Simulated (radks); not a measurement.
Values are calculated unless marked as measured or tabulated.
Question: Successive ionisation energies (eV) of one element, from differences of total energies of ions in their ground configurations, starting at charge 66: 7656.3, 7796.8, 8547.7, 8700.8, 9032.5, 9173.3, 19637.4, 20014, 20393, 20772, 23557, 23998, 24641, 24980, 100019, 101377. Level of theory: Dirac Kohn-Sham, PBE, spin-unpolarised, spherical densities, finite nucleus; open shells fill j = l - 1/2 first; Fermi nuclear charge, rms radius 5.5012 fm (a radial shooting solver on a logarithmic mesh with Libxc functionals). Which element is it?

Answer: Lead (Z = 82). The first species listed is Pb66+ in [Ne] 3s2 3p4, the last Pb81+ in 1s1.
